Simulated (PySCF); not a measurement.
Species: C₄H₆F₃P.
SMILES with atom numbers: `[CH3:1][CH2:2]/[CH:3]=[P:4]\[C:5]([F:6])([F:7])[F:8]` (hydrogens: H9, H10, H11 on C1; H12, H13 on C2; H14 on C3)

Torsions of this conformer, `[CH3:1][CH2:2]/[CH:3]=[P:4]\[C:5]([F:6])([F:7])[F:8]`: C1–C2–C3–P4 -114°, C3–P4–C5–F6 178°.

The closed-shell ground state was solved at several levels (PySCF, density fitting, gas phase, non-relativistic). Geometry: PBE0-D3(BJ)/def2-SVP, one conformer, isolated molecule.

```csv
level,basis functions,total energy (Eh),HOMO (eV),LUMO (eV),gap (eV),dipole (D)
PBE/pcSseg-1,173,-796.2057,-6.72,-2.88,3.84,2.46
PBE0/pcSseg-1,173,-796.2391,-7.82,-2.08,5.74,2.67
```

(1) What might B3LYP/def2-SVPD (221 basis functions) give for the same quantities?

(2) Over all these levels, which gives the widest orbital gap and which the narrowest?

(3) How far do the dipole and the HOMO energy spread over the levels?

## Answers

(1) Total energy -796.4910 Eh, HOMO -7.60 eV, LUMO -2.28 eV, gap 5.32 eV, dipole 2.77 D.

(2) PBE0/pcSseg-1 (global hybrid, 25 % exact exchange) has the widest, 5.74 eV, and PBE/pcSseg-1 (GGA) the narrowest, 3.84 eV. The two share the basis. From the narrowest to the widest the HOMO moves by -1.10 eV and the LUMO by +0.80 eV.

(3) The dipole runs from 2.46 to 2.77 D (mean 2.63 D) and the HOMO from -7.82 to -6.72 eV.
